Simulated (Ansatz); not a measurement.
```yaml
crystal:
  periodic: [false, false, false]
  atoms:
    - {symbol: Si, position_ang: [-0.253081, 0.751012, -1.192323]}
    - {symbol: Ge, position_ang: [0.000660, -0.001754, -0.000298]}
    - {symbol: Si, position_ang: [1.588535, 0.132937, 0.473213]}
    - {symbol: Si, position_ang: [-0.344456, -1.605556, -0.241542]}
    - {symbol: Si, position_ang: [-0.993136, 0.490918, 1.204772]}
    - {symbol: H, position_ang: [-0.039626, 1.882269, -1.046372]}
    - {symbol: H, position_ang: [0.366991, 0.454720, -2.152608]}
    - {symbol: H, position_ang: [-1.066152, 0.672612, -1.697640]}
    - {symbol: H, position_ang: [1.506263, -0.331039, 1.154063]}
    - {symbol: H, position_ang: [1.810357, 0.991398, 0.651398]}
    - {symbol: H, position_ang: [1.905791, -0.172891, -0.270803]}
    - {symbol: H, position_ang: [-0.152312, -2.164399, 0.580674]}
    - {symbol: H, position_ang: [0.260512, -1.976002, -1.043838]}
    - {symbol: H, position_ang: [-1.341243, -1.712271, -0.562927]}
    - {symbol: H, position_ang: [-1.706579, 0.405785, 0.792683]}
    - {symbol: H, position_ang: [-0.836747, 0.032239, 1.786362]}
    - {symbol: H, position_ang: [-0.793681, 1.353158, 1.186667]}
basis:
  gaussian: {orbitals: aug-cc-pVTZ}
hamiltonian: {xc: {name: B97M-V}}
output: {forces: true}
```

```sh
$ ansatz run in.yaml --threads 2 --pin off --events-out ev --progress --plain --max-ram 22528MiB --backend cuda --devices 0, --max-vram 18GiB
```

Output, abridged:

```
Functional definition: B97M-V
2539 factors; their error is unknown
mean field evaluation 1: about -88062.3140 eV, gradient 7.5e1 eV
mean field evaluation 2: about -88048.8921 eV, gradient 1.0e2 eV
mean field evaluation 4: about -88076.3898 eV, gradient 7.0e0 eV
mean field evaluation 8: about -88076.4267 eV, gradient 2.9e-1 eV
mean field evaluation 16: about -88076.3885 eV, gradient 7.0e-4 eV
mean field -88076.38853604 eV, -3236.7475783790 hartree, gradient 1.1e-5 eV, S^2 0.000000; 0 other end points of the search recorded, 0 dependent functions left out
reference -88076.38866559 eV, -3236.7475831400 hartree; 50, 50 occupied and 485, 485 virtual orbitals, 2539 factors
Total energy: -88076.38866559 eV, -3236.7475831400 hartree
Atom 0 at    -0.253081     0.751012    -1.192323 Å, force     9.121215    28.249463   -31.293697 eV/Å
Atom 1 at     0.000660    -0.001754    -0.000298 Å, force     8.688292   -18.017547    25.544024 eV/Å
Atom 2 at     1.588535     0.132937     0.473213 Å, force     2.159771    14.521140    -6.897279 eV/Å
Atom 3 at    -0.344456    -1.605556    -0.241542 Å, force    -1.443756    -5.636399    -4.901469 eV/Å
Atom 4 at    -0.993136     0.490918     1.204772 Å, force     6.291828    21.681838   -13.303559 eV/Å
Atom 5 at    -0.039626     1.882269    -1.046372 Å, force     2.145123    12.759209     1.157457 eV/Å
Atom 6 at     0.366991     0.454720    -2.152608 Å, force     6.925756    -2.657305    -9.253900 eV/Å
Atom 7 at    -1.066152     0.672612    -1.697640 Å, force   -30.091673    -2.234977   -17.521551 eV/Å
Atom 8 at     1.506263    -0.331039     1.154063 Å, force    -3.914471   -36.044568    52.775847 eV/Å
Atom 9 at     1.810357     0.991398     0.651398 Å, force    11.537000    42.739650     8.939444 eV/Å
Atom 10 at     1.905791    -0.172891    -0.270803 Å, force    22.073631   -19.529983   -45.456307 eV/Å
Atom 11 at    -0.152312    -2.164399     0.580674 Å, force     4.824141   -15.369386    21.833518 eV/Å
Atom 12 at     0.260512    -1.976002    -1.043838 Å, force    11.490762    -7.486313   -15.162671 eV/Å
Atom 13 at    -1.341243    -1.712271    -0.562927 Å, force   -21.119507    -2.481758    -6.474621 eV/Å
Atom 14 at    -1.706579     0.405785     0.792683 Å, force   -56.409727    -6.634053   -29.921010 eV/Å
Atom 15 at    -0.836747     0.032239     1.786362 Å, force    17.108863   -52.216256    68.957652 eV/Å
Atom 16 at    -0.793681     1.353158     1.186667 Å, force    10.612754    48.357245     0.978123 eV/Å
Dipole moment:     0.075789    -0.053892     0.412862 e Å
```

In this input the geometry is squeezed to about two thirds of its size. The calculation finished and met its thresholds. The result belongs to that input, not to the molecule as meant.
